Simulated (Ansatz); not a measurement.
## Energy profile

The step: SiNH₃BrCl ([NH2][SiH]([Cl])[Br]) → SiNH₂Cl ([NH][SiH][Cl]) + HBr; bonds formed: Br2–H4; bonds broken: Si1–Br2, N3–H4 (atoms numbered as in the saddle structure below).

| atom | x (Å) | y (Å) | z (Å) |
| --- | --- | --- | --- |
| Si1 | -0.8221 | -0.4952 | 0.2813 |
| Br2 | 1.8095 | 0.5162 | -1.9588 |
| N3 | 0.3745 | 0.5311 | 0.6290 |
| H4 | 1.1424 | 0.5948 | -0.2067 |
| H5 | -2.1903 | -0.3392 | 0.7949 |
| Cl6 | -0.5642 | -2.1643 | -0.7384 |
| H7 | 0.2501 | 1.3566 | 1.1988 |

Electronic energies by CCSD(T) at an estimated basis limit (MP2 extrapolated from triple and quadruple zeta, plus CCSD(T) − MP2 in triple zeta), on PBE0-D4/def2-TZVP structures; SiNH$_{3}$BrCl, singlet; no counterpoise correction. Ansatz 0.2.0; basis: def2-TZVPP and def2-QZVPP; cores frozen in the correlated methods. Filled d shells of the heavier atoms are correlated. The def2 sets are not built for correlating such inner shells, so the correlated values are less sure here. Extrapolation: Hartree–Fock as exp(−7.88 √X), correlation as X^−2.97.

(1) Give the profile in kcal/mol, counted from the start structure. (Judge from chemistry; the value comes from the calculation.)

No T1 diagnostic of these runs exceeds 0.016.

## Answers

(1) Computed:
| point | kcal/mol |
| --- | --- |
| start structure | 0.00 |
| saddle | 73.91 |
| end structure | 73.11 |
| separated: SiNH$_{2}$Cl (linked as [NH][SiH][Cl]; Si1, N3, H5, Cl6, H7; singlet) + HBr (Br2, H4; singlet) | 79.37 |

For scale, one of the runs: CCSD(T)/def2-TZVPP, 205 basis functions, launched by `ansatz run in.yaml --threads 4 --pin off --events-out ev --progress --plain --max-ram 9574MiB`. Time: 81 s of wall clock on 4 CPU threads of an Arm Neoverse V2; the host was shared. Peak host memory: 2.6 GiB.
